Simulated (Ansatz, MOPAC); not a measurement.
Breaking a bond: PH (anion, charge -1), lowest doublet found (which spin is the ground state isn't settled by this scan).

Methods: UCCSD(T) = CCSD(T) on UHF/aug-cc-pVDZ, frozen core (Ansatz, an electronic-structure program); PM3, unrestricted, heats of formation (MOPAC); UHF/aug-cc-pVDZ (Ansatz); UKS-PBE = unrestricted PBE/aug-cc-pVDZ in Ansatz.

Energies are in eV, each relative to the lowest point of its own curve between 1.19 and 1.73 Å, where full CI is lowest.

```json
[
 {"R / Å": "1.00", "UCCSD(T)": "4.345", "PM3": "?", "UHF": "4.252", "UKS-PBE": "4.373"},
 {"R / Å": "1.07", "UCCSD(T)": "2.709", "PM3": "?", "UHF": "2.619", "UKS-PBE": "2.744"},
 {"R / Å": "1.15", "UCCSD(T)": "1.461", "PM3": "0.305", "UHF": "1.382", "UKS-PBE": "1.497"},
 {"R / Å": "1.19", "UCCSD(T)": "1.025", "PM3": "0.193", "UHF": "0.954", "UKS-PBE": "1.059"},
 {"R / Å": "1.26", "UCCSD(T)": "0.490", "PM3": "?", "UHF": "0.436", "UKS-PBE": "0.517"},
 {"R / Å": "1.30", "UCCSD(T)": "0.289", "PM3": "0.027", "UHF": "0.245", "UKS-PBE": "0.311"},
 {"R / Å": "1.35", "UCCSD(T)": "0.122", "PM3": "0.001", "UHF": "0.093", "UKS-PBE": "0.137"},
 {"R / Å": "1.40", "UCCSD(T)": "0.030", "PM3": "0.000", "UHF": "0.017", "UKS-PBE": "0.038"},
 {"R / Å": "1.44", "UCCSD(T)": "0.000", "PM3": "0.017", "UHF": "0.000", "UKS-PBE": "0.002"},
 {"R / Å": "1.49", "UCCSD(T)": "0.006", "PM3": "0.061", "UHF": "0.023", "UKS-PBE": "0.000"},
 {"R / Å": "1.55", "UCCSD(T)": "0.062", "PM3": "0.151", "UHF": "0.101", "UKS-PBE": "?"},
 {"R / Å": "1.64", "UCCSD(T)": "0.215", "PM3": "0.362", "UHF": "0.289", "UKS-PBE": "0.190"},
 {"R / Å": "1.73", "UCCSD(T)": "0.420", "PM3": "0.656", "UHF": "?", "UKS-PBE": "0.386"},
 {"R / Å": "1.85", "UCCSD(T)": "0.729", "PM3": "1.125", "UHF": "0.887", "UKS-PBE": "0.691"},
 {"R / Å": "2.00", "UCCSD(T)": "1.127", "PM3": "1.688", "UHF": "1.317", "UKS-PBE": "1.092"},
 {"R / Å": "2.21", "UCCSD(T)": "1.648", "PM3": "2.431", "UHF": "1.729", "UKS-PBE": "1.625"},
 {"R / Å": "2.45", "UCCSD(T)": "2.139", "PM3": "2.867", "UHF": "1.987", "UKS-PBE": "2.143"},
 {"R / Å": "2.72", "UCCSD(T)": "2.553", "PM3": "3.159", "UHF": "2.138", "UKS-PBE": "2.534"},
 {"R / Å": "3.06", "UCCSD(T)": "2.881", "PM3": "3.335", "UHF": "2.231", "UKS-PBE": "2.789"},
 {"R / Å": "3.48", "UCCSD(T)": "3.068", "PM3": "3.406", "UHF": "2.283", "UKS-PBE": "2.919"},
 {"R / Å": "4.02", "UCCSD(T)": "3.153", "PM3": "3.425", "UHF": "2.310", "UKS-PBE": "2.974"},
 {"R / Å": "4.69", "UCCSD(T)": "3.186", "PM3": "—", "UHF": "?", "UKS-PBE": "2.979"}
]
```

Q: What belongs in the gaps?

A: 
- 1.00, PM3: 1.176
- 1.07, PM3: 0.662
- 1.26, PM3: 0.068
- 1.55, UKS-PBE: 0.047
- 1.73, UHF: 0.529
- 4.69, UHF: 2.322

A dash means that the run gave no value there, or that the column was ended at a point which the program doubted or which failed a test of continuity chosen for this set; such a test can also cut sound points.

The unrestricted determinant behind UCCSD(T), UHF is spin-contaminated at 2.00 to 4.69 Å (<S²> up to 1.8, against 0.75 for a pure doublet). Where the anion isn't bound against loss of the electron, the finite basis alone holds it. The unrestricted determinant behind UKS-PBE is spin-contaminated at 2.72 to 4.69 Å (<S²> up to 1.8, against 0.75 for a pure doublet).
